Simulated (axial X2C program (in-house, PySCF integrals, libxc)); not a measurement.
**BaO⁺: bond constants with and without spin–orbit coupling**

Computed with an in-house relativistic program for diatomic molecules. Spin-free means the one-electron spin-free X2C Hamiltonian; two-component (2c) means X2C with spin–orbit coupling and atomic mean-field two-electron Coulomb and Gaunt terms, so the difference of the two also holds small scalar two-electron terms. Basis: Ba dyall-cv3z [14s14p9d5f1g], O dyall-av3z [7s6p3d2f] (cores contracted in-house); Gaussian nuclei, density fitting, unrestricted open shells. Masses: Ba 137.905 u, O 15.995 u.

Input:
```json
{
 "zs": [
  56,
  8
 ],
 "q": 1,
 "bas": [
  "dyall-cv3z",
  "dyall-av3z"
 ],
 "levels": [
  "PBE0",
  "HF",
  "TPSS"
 ],
 "cc": true,
 "r0": 2.18,
 "thr": -2.0,
 "nmax": 90,
 "npts": 10,
 "nst": 2,
 "ntry": 6
}
```
```bash
python so2c.py task.json out
```

Keys: zs atomic numbers; q charge; bas basis sets; levels methods; cc coupled cluster on or off; r0 starting distance in Å; thr threshold in hartree for freezing inner shells (an s shell follows its p shell); nmax most natural virtual spinors; npts points on the curve; nst determinants followed; ntry starts of the search. HF also brings MP2.

State, spin-free: M_S = 1/2, Λ = 0 (beyond evenly filled blocks: σα); electrons by block: σα: 14, σβ: 13, π+α: 7, π+β: 7, π-α: 7, π-β: 7, δ+α: 2, δ+β: 2, δ-α: 2, δ-β: 2. Fragments: Ba+ + O.

State, 2c: Ω = 1/2 (⟨Sz⟩ = 0.50, ⟨Lz⟩ = 0.00 at PBE0); electrons by block: 1/2: 21, -1/2: 20, 3/2: 9, -3/2: 9, 5/2: 2, -5/2: 2. Fragments: Ba+ + O.

| Hamiltonian | level | Re (Å) | ωe (cm⁻¹) | ωexe (cm⁻¹) | Be (cm⁻¹) | αe (cm⁻¹) | De (eV) | D0 (eV) | k (mdyn/Å) | μ (D) |
| --- | --- | --- | --- | --- | --- | --- | --- | --- | --- | --- |
| spin-free | PBE0 | 2.056 | 553.2 | 1.77 | 0.2783 | 0.00121 | 4.20 | 4.16 | 2.58 | -5.68 |
| spin-free | HF | 2.130 | 538.7 | 1.82 | 0.2592 | 0.00115 | 2.08 | 2.05 | 2.45 | -6.94 |
| spin-free | MP2 | 2.080 | 545.3 | 1.8 | 0.2719 | 0.00112 | 4.01 | 3.97 | 2.51 | n/a |
| spin-free | CCSD | 2.087 | 544.8 | 1.69 | 0.27 | 0.00112 | 3.79 | 3.75 | 2.51 | n/a |
| spin-free | CCSD(T) | 2.085 | 544.1 | 1.72 | 0.2706 | 0.00113 | 3.90 | 3.87 | 2.5 | n/a |
| spin-free | TPSS | 2.062 | 546.8 | 1.77 | 0.2766 | 0.00123 | 4.52 | 4.49 | 2.53 | -5.47 |
| 2c | PBE0 | 2.054 | 553.4 | 1.77 | 0.2787 | 0.00121 | 4.20 | 4.17 | 2.59 | -5.66 |
| 2c | TPSS | 2.061 | 547.0 | 1.77 | 0.277 | 0.00123 | 4.53 | 4.50 | 2.53 | -5.45 |

Correlated methods: 15 electrons correlated (number of frozen shells: Ba 4 s, 3 p, 2 d; O 1 s), 295 virtual spin orbitals or spinors in MP2, 90 natural virtuals in coupled cluster.

Dipoles are positive if O is the positive end and refer to the centre of mass.

One determinant describes the state; a PBE0 search over occupations chose it and may have missed a lower one. Dissociation energies refer to the lowest single-determinant-based atoms at the same level and basis. Density functionals use the spin component along the axis (collinear). CCSD and (T) use frozen natural virtuals with an MP2 correction for the truncation; (T) itself is uncorrected, so its De runs slightly low. The 2c atoms are single determinants rather than J levels; their spin–orbit lowering is only partly caught, and De is too large by that part. This holds for PBE0, TPSS. PBE0 can misorder states that lie within some tenths of an eV, so this need not be the ground state of the molecule. The nearest other spin-free determinant of the search, M_S = 1/2, Λ = 1, lies 0.48 eV up at the distance of the search. The functionals have no current-density term, which raises determinants with orbital currents, atoms included.

No reliable constants came from CCSD (2c), CCSD(T) (2c), HF (2c), MP2 (2c): no minimum in range, unconverged points, a curve that is not smooth, a change of character along it, or the two Hamiltonians disagreeing along it.

Rough cost a point (2c) on 1 thread(s) of a shared host, integrals apart: PBE0 1.2 s, TPSS 1.2 s.

The whole task took 4.3 min on 1 thread of Arm Neoverse V1, on a shared host.
